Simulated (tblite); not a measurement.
Run record: tight-binding relaxation, `CN(C)c1ccpc(Cl)c1`.

Computed with GFN2-xTB geometry optimisation, gas phase (tblite 0.8.0). Start geometry: from a force field or distance geometry. The command runs a driver script over a list of jobs; the input below is this job's line of settings and its coordinates in Å.

Command:
```bash
OMP_NUM_THREADS=1 python probes_run.py task.json out
```

Input:
```
{"job": {"kind": "relax", "xc": "GFN2-xTB", "basis": "xTB"}, "charge": 0, "multiplicity": 1}
C     -1.928100     0.880400     0.684600
N     -1.116500    -0.095300    -0.019000
C     -1.797000    -1.182200    -0.700600
C      0.284200    -0.002200    -0.020600
C      1.074800    -1.105600    -0.436300
C      2.467200    -1.172400    -0.508100
P      3.582500     0.198000    -0.025500
C      2.317000     1.416500     0.473800
Cl     2.871400     2.948800     1.029300
C      0.928500     1.174300     0.420900
H     -1.934000     1.837700     0.150000
H     -1.592500     1.032500     1.715000
H     -2.985400     0.558700     0.767700
H     -1.441700    -1.282800    -1.736300
H     -2.886600    -0.981000    -0.768900
H     -1.678100    -2.126500    -0.161200
H      0.571500    -2.014900    -0.752800
H      2.943000    -2.091200    -0.855500
H      0.309800     2.016300     0.735800
```

Output:
```
step      E/eV     max force
  0    -803.63613    2.352
  1    -803.82387    1.207
  2    -803.91273    0.870
  3    -803.95243    0.638
  4    -804.00399    0.339
  5    -804.01374    0.209
  6    -804.02187    0.120
  7    -804.02348    0.096
  8    -804.02485    0.078
  9    -804.02567    0.096
... (27 lines left out)
 37    -804.03337    0.012
 38    -804.03339    0.012
 39    -804.03342    0.015
 40    -804.03344    0.012
 41    -804.03347    0.011
 42    -804.03348    0.010
 43    -804.03350    0.012
 44    -804.03352    0.014
 45    -804.03354    0.011
 46    -804.03356    0.009
```

«max force» is the largest atomic force in eV/Å.

Problem. From which step on does the largest force stay under 0.1 eV/Å, and how much energy is left to gain from there?

Solution. From step 7 (0.096 eV/Å), 10.1 meV above the end.

Main results: energy lowered by 9.2 kcal/mol over 46 steps; largest atomic force 0.009 eV/Å at the end.

Hardware: one thread of an Arm Neoverse V1, on a shared host. Cost: 0.45 s of wall time.
Labels such as C1 count atoms from 1, the log's own numbers from 0.
